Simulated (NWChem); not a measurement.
CH3BeBr; SMILES [Br][Be][CH3]

```xyz
6

Be    -0.0001    -1.1201     0.0006
Br     0.0008     0.8507     0.0002
C     -0.0004    -2.7975    -0.0010
H     -0.7614    -3.2066    -0.6791
H     -0.2064    -3.2097     0.9959
H      0.9667    -3.2072    -0.3223
```
Atoms are numbered in this order, from 1.

Program: NWChem. Geometry: optimised at B3LYP/6-31G* (spherical d). Vzz is the largest principal value of the second derivative of the potential at the nucleus (NWChem prints the opposite sign); η is the asymmetry. Non-relativistic.

```
level                Vzz Be1 (a.u.)  η Be1  Vzz Br2 (a.u.)  η Br2
-------------------  --------------  -----  --------------  -----
B3LYP/cc-pVTZ                -0.233   0.00           1.958   0.00
B3LYP/def2-SVP               -0.192   0.00           1.916   0.00
CAM-B3LYP/cc-pVTZ            -0.237   0.00           2.002   0.00
CAM-B3LYP/def2-TZVP               ?   0.00               ?   0.00
```

**Question.** Fill in the missing entries.

**Answer.** 
- CAM-B3LYP/def2-TZVP, Vzz Be1 (a.u.): -0.216
- CAM-B3LYP/def2-TZVP, Vzz Br2 (a.u.): 2.080
